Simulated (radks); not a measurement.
Results of a calculation; reference values are marked as such.
Q: The mean radii <r> (bohr) of the occupied orbitals of an atom or ion are listed with their occupations. Level of theory: scalar-relativistic Kohn-Sham, Wu-Cohen GGA, spin-polarised, spherical densities, point nucleus (a radial shooting solver on a logarithmic mesh with Libxc functionals).

| orbital | occ. | <r> |
|---|---|---|
| 1s down | 1 | 0.01744 |
| 1s up | 1 | 0.01744 |
| 2s up | 1 | 0.07360 |
| 2s down | 1 | 0.07360 |
| 2p up | 3 | 0.06624 |
| 2p down | 3 | 0.06624 |
| 3s up | 1 | 0.1905 |
| 3s down | 1 | 0.1905 |
| 3p up | 3 | 0.1913 |
| 3p down | 3 | 0.1913 |
| 3d up | 5 | 0.1733 |
| 3d down | 5 | 0.1733 |
| 4s up | 1 | 0.4233 |
| 4s down | 1 | 0.4233 |
| 4p up | 3 | 0.4506 |
| 4p down | 3 | 0.4505 |
| 4d up | 5 | 0.4785 |
| 4d down | 5 | 0.4782 |
| 5s up | 1 | 0.9748 |
| 5s down | 1 | 0.9675 |
| 4f up | 7 | 0.5356 |
| 4f down | 7 | 0.5323 |
| 5p up | 3 | 1.119 |
| 5p down | 3 | 1.109 |
| 5d up | 5 | 1.476 |

Name the element and its charge. Open shells, if any, are filled with parallel spins first.

A: Z = 77, iridium, charge +4: Ir4+ in [Xe] 4f14 5d5. The 1s radius gives Z: for a bare nucleus <r> = (2 gamma + 1)/(2Z) with gamma = sqrt(1 - (Z/c)^2), 0.01724 bohr for Z = 77, and screening makes it slightly larger (0.01744 here). The occupations add up to 73, and the charge is Z minus that.
